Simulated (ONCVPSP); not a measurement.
# Al (Z = 13): excitation energies, all-electron against ONCV

```json
{"Element": "Al", "Generator": "ONCVPSP 4.0.1", "Type": "optimised norm-conserving Vanderbilt (ONCV)", "Functional": "PBE", "Relativity": "scalar-relativistic", "Frozen core": "[He]", "Valence charge": "11", "Reference configuration": "2s2 2p6 3s2 (charge +1)", "Partial waves": "2s+3s: rc 1.05 bohr, ncon 3, nbas 6, qcut 12.9 1/bohr, 2 projectors; 2p: rc 1.10 bohr, ncon 3, nbas 6, qcut 10.4 1/bohr, 3 projectors, debl 0.7 Ha; d scattering state at 0.02 Ha: rc 1.15 bohr, ncon 4, nbas 9, qcut 8.6 1/bohr, 2 projectors, debl 2.2 Ha", "Local potential": "polynomial inside 1.00 bohr (lpopt 3, dvloc0 0 Ha)", "Core correction": "none"}
```

In the p channel the program set the typed energies aside and used -2.866, 0.250, 0.950 Ha.

Energies are relative to the spin-unpolarised reference configuration 2s2 2p6 3s2; without spin polarisation the order of configurations can differ from experiment.

| valence configuration | charge | ΔE all-electron (eV) | error AE − PS (meV) |
| --- | --- | --- | --- |
| 2s2 2p6 3s2 3p1 | 0 | -5.761 | +0.5 |
| 2s2 2p6 3s1 | +2 | 19.225 | -1.3 |

(1) What are ΔE and the potential's error for 2s2 2p6 3s0?

(2) What are ΔE and the potential's error for 2s1 2p6 3s2 3p1?

Levels in the configuration 2s2 2p6 3s2 3p1:

```csv
level,all-electron (eV),pseudo (eV)
2s,-108.165,-108.174
2p,-69.643,-69.675
3s,-7.753,-7.753
3p,-2.712,-2.712
```

## Answers

(1) ΔE = 47.668 eV all-electron; the error (AE − PS) is -7.5 meV.

(2) ΔE = 114.948 eV all-electron; the error (AE − PS) is -435 meV.
